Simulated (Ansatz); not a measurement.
**InH3 (SMILES [H][In]([H])[H]): the vertical ionisation energy from total energies**

The species is InH3 (4 atoms), meant as a singlet with charge 0. SMILES: `[H][In]([H])[H]`. The shape comes from GFN2-xTB, which is rough for such elements, and wasn't checked as a minimum.

Both states at this one shape; open shells run unrestricted unless said. 1 Eh = 27.2114 eV.

```tsv
level	program	singlet InH3 (Eh)	doublet [InH3]+ (Eh)
HF/STO-3G	Ansatz	-5684.583110	-5684.290724
HSE06/STO-3G	Ansatz	-5686.355078	-5686.049591
CCSD(T)/STO-3G, 18 core orbitals frozen	Ansatz	-5684.634816	-5684.344605
```

**Question.** Work out the vertical ionisation energy at each level.

**Answer.** 
1. HF/STO-3G: -5684.290724 − (-5684.583110) = 0.292386 Eh = 7.96 eV.
2. HSE06/STO-3G: -5686.049591 − (-5686.355078) = 0.305487 Eh = 8.31 eV.
3. CCSD(T)/STO-3G: -5684.344605 − (-5684.634816) = 0.290211 Eh = 7.90 eV.

No measured value is set beside it here; the levels span 7.90 to 8.31 eV. Spin-orbit coupling, which splits open shells on such heavy atoms by tenths of an eV, is left out. Minimal sets are far from the basis-set limit. All-electron rows are non-relativistic unless named.
